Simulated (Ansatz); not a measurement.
`CN(C)[CH2][AlH2]` + `C=C=N` → `C=C=[N][AlH2]` + `CN(C)C` at 600 K and 1 bar (ligand exchange at the Al–C bond).

Gas-phase electronic energies from Ansatz, PBE0-D4/def2-TZVP geometries. CCSD(T)/CBS adds triple-zeta CCSD(T) − MP2 to the extrapolated MP2 energy (def2 sets, frozen cores). This one scheme is used for every species. One conformer a species, not always the lowest.

```
           species  CCSD(T)/CBS energy (Eh)  H − E (kJ/mol)  S (J/(mol·K))
`CN(C)[CH2][AlH2]`               -416.85021           394.2          467.7
           `C=C=N`               -132.55079           148.0          296.9
   `C=C=[N][AlH2]`               -375.19639           176.6          379.6
          `CN(C)C`               -174.25827           369.3          370.1
```

H − E and S are ideal-gas, rigid-rotor, harmonic terms from PBE0-D4/def2-TZVP, for one conformer and one mirror image of each species. 1 Eh = 2625.50 kJ/mol, R = 8.31446 J/(mol·K).

**Question.** By hand: ΔE, ΔH, ΔS and ΔG.

**Answer.** ΔE = (-375.19639) + (-174.25827) − (-416.85021) − (-132.55079) = -0.05366 Eh = -140.9 kJ/mol. Δ(H − E) = 176.6 + 369.3 − 394.2 − 148.0 = 3.7, so ΔH = -137.2 kJ/mol. ΔS = 379.6 + 370.1 − 467.7 − 296.9 = -14.9 J/(mol·K). ΔG = -137.2 − 600 × (-14.9)/1000 = -128.3 kJ/mol.

**Question.** By hand: the equilibrium constant, and the temperature at which ΔG would vanish if ΔH and ΔS stayed fixed.

**Answer.** log₁₀ K = −ΔG/(RT ln 10) = 11.2. ΔG = 0 at ΔH/ΔS = 9208 K, far beyond where these terms or the molecules hold.

The number of gas molecules stays the same, so ΔS is small and ΔH decides. A doubt of 5 kJ/mol in ΔE shifts log₁₀ K by 0.4 here. Other conformers and mirror images would add mixing entropy, several J/(mol·K) or more a flexible species. These are equilibria of isolated gas molecules and say nothing of rates. Largest T1 diagnostic: 0.015 (customary marks: 0.02 for closed shells, 0.045 for open ones).
